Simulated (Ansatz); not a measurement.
The geometry has C3 symmetry (within 0.05 Å) and had no frequency check at the DFT level, so a distortion to lower symmetry isn't ruled out.

Cartesian coordinates (Å):
SMILES: [OH][Ge]([OH])[OH]
```xyz
7

O     -0.9892    -1.0730    -0.7974
Ge    -0.2396    -0.0560     0.4756
O     -0.2995     1.6301    -0.1331
O      1.4952    -0.5092     0.5198
H     -1.8652    -0.7502    -1.0554
H      0.2764     2.2225     0.3722
H      1.6219    -1.4643     0.6185
```
Charge 0, spin multiplicity 2.

### Question
Give the highest occupied spin orbital, dipole moment and total energy at the level PBE-D3(BJ)/def2-TZVP // B3LYP-D3(BJ)/def2-SVP in Ansatz (an electronic-structure program).

### Answer

| Item | Result |
|---|---|
| highest occupied spin orbital | -5.25 eV |
| dipole moment | 1.54 D |
| total energy | -62697.38 eV |
